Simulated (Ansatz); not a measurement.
Reactions of `O[SiH2][SiH2]P`.

Gas-phase electronic energies from Ansatz, PBE0-D4/def2-TZVP geometries. CCSD(T)/CBS is the MP2 limit (def2-TZVPP, def2-QZVPP) plus CCSD(T) − MP2 in def2-TZVPP, frozen cores. This one scheme is used for every species, atoms too. Open shells (•) are unrestricted, without spin–orbit coupling. Spin–orbit coupling would lower the free atoms: a little for O, Si. Each species was taken in one conformer, which may not be the lowest.

(1) Order these by ΔE at CCSD(T)/CBS, lowest first. (Best estimate.)
A. `O[SiH2][SiH2]P` + H₂O → `O[SiH2][SiH2]O` + PH₃
B. `O[SiH2][SiH2]P` → `O[SiH2]P[SiH3]`
C. `O[SiH2][SiH2]P` + PH₃ → `PP` + `O[SiH2][SiH3]`
D. `O[SiH2][SiH2]P` + `F[SiH2][SiH2]Cl` → `O[SiH2][SiH2][SiH2]Cl` + `F[SiH2]P`
E. `O[SiH2][SiH2]P` → 7 H• + O• + P• + 2 Si•
F. `O[SiH2][SiH2]P` + `O[SiH2]S` → `O[SiH2]O[SiH2]S` + `[SiH3]P`
G. `O[SiH2][SiH2]P` + HCl → `P[SiH2]Cl` + silanol
H. `O[SiH2][SiH2]P` + `[OH][AlH2]` → `[AlH2][O]P` + `O[SiH2][SiH3]`

Largest T1 diagnostic: 0.014, for `PP`.

Results:

(1) F (-134.2 kJ/mol), G (-94.4 kJ/mol), A (-50.3 kJ/mol), B (-33.6 kJ/mol), D (-9.9 kJ/mol), C (+25.6 kJ/mol), H (+38.1 kJ/mol), E (+3378.1 kJ/mol).
